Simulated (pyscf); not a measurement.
Single points on ωB97X-D3(BJ)/def2-SVP structures (PySCF, gas phase).

Question: What is the homolytic dissociation enthalpy (298 K, ωB97M-D3(BJ)/def2-TZVP) of the Ge–N bond of H₂N–B(NH₂)–NH–GeH₃ (SMILES NB(N)[NH][GeH3]), to •HN–B(NH₂)–NH₂ + GeH₃•?

Answer: Ge–N to •HN–B(NH₂)–NH₂ + GeH₃•: 90.0 kcal/mol. The 7 functionals that were run give +84.6 (r²SCAN) to +93.9 kcal/mol (ωB97X-D3(BJ)/def2-TZVP). The radicals are drawn with the spin at the cut bond; how far it spreads was not checked. Other isomers of •HN–B(NH₂)–NH₂ were not searched in full and may lie lower. Elements up to Kr have no core potential and no relativistic terms here.
